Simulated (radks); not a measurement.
Task: Numerical settings for the arsenic ion As3+, [Ar] 3d10 4s2. Method: Dirac Kohn-Sham, PBE, spin-unpolarised, spherical densities, point nucleus; computed with a radial shooting solver on a logarithmic mesh with Libxc functionals. The defaults (mesh step 0.008 in ln r, mesh end at 40 bohr or more with all orbitals vanishing there, Anderson mixing 0.5 over 9 steps, residual threshold near 1e-9 with the energy settled to 1e-9 hartree or 1e-11 of itself, here a cap of 75 iterations) give E = -2258.9147 hartree and 4s1/2 at -44.425 eV in 15 iterations. Times are rough (one thread of a shared host). One setting is changed at a time: mesh step in ln r 0.05; mesh step in ln r 0.03; mesh step in ln r 0.08; mesh end (bohr) 3; mesh end (bohr) 1; residual threshold 1e-16; residual threshold 0.001; mixing 1.5; linear mixing, mixing 0.2; linear mixing, mixing 0.8; mixing history 3; iteration cap 5. Which runs fail to converge, and which converge to a wrong energy?

Result: Not converged within the cap: mesh step in ln r 0.08; residual threshold 1e-16; linear mixing, mixing 0.2; linear mixing, mixing 0.8; iteration cap 5. Settled on a wrong energy, with an occupied level pushed above zero by the early mesh end: mesh end (bohr) 1 (+71.7 hartree). Apart from these: settings that end as converged yet miss the energy by more than 1 mhartree: mesh end (bohr) 3 (+0.225 hartree).
